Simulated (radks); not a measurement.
Charge is removed step by step from the 3s level of neutral argon, starting from [Ar]. Calculated with a radial shooting solver on a logarithmic mesh with Libxc functionals: non-relativistic Kohn-Sham, PBE, spin-unpolarised, spherical densities, point nucleus.

| removed (e) | E - E(0) (eV) | eigenvalue (eV) | E minus straight line (eV) |
|---|---|---|---|
| 0 | 0.000 | -24.061 | 0.000 |
| 0.125 | 3.103 | -25.598 | -0.701 |
| 0.25 | 6.401 | -27.162 | -1.207 |
| 0.375 | 9.895 | -28.752 | -1.517 |
| 0.5 | 13.590 | -30.368 | -1.626 |
| 0.625 | 17.488 | -32.007 | -1.532 |
| 0.75 | 21.592 | -33.668 | -1.231 |
| 0.875 | 25.906 | -35.352 | -0.721 |
| 1 | 30.431 | -37.057 | 0.000 |

Removing the whole electron costs 30.431 eV by Delta-SCF, against 24.061 eV from minus the eigenvalue at the starting occupation. Slater's transition state (half an electron removed) gives 30.368 eV. Integrating minus the eigenvalue over the occupation (Janak's theorem) gives 30.431 eV. The mean slope of the eigenvalue, de/dn, is 13.0 eV per electron.
